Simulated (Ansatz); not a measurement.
`C=C1C[SiH2]1`, charge 0, multiplicity 1.

Give a relaxed structure at PBE0-D4/def2-TZVP (the Gaussian-basis code of Ansatz). (Estimate.)

Ansatz gave: 
Cartesian coordinates in Å:
```
C -0.277 -1.134 1.332
C -0.099 -0.330 0.300
C 0.511 1.027 0.057
Si -0.211 0.176 -1.441
H 0.059 -0.865 2.332
H -0.768 -2.096 1.223
H 1.593 1.103 0.158
H -0.009 1.882 0.486
H -1.497 0.652 -1.997
H 0.697 -0.416 -2.449
```
Point group Cs.
This is one stationary point; other conformers may exist.
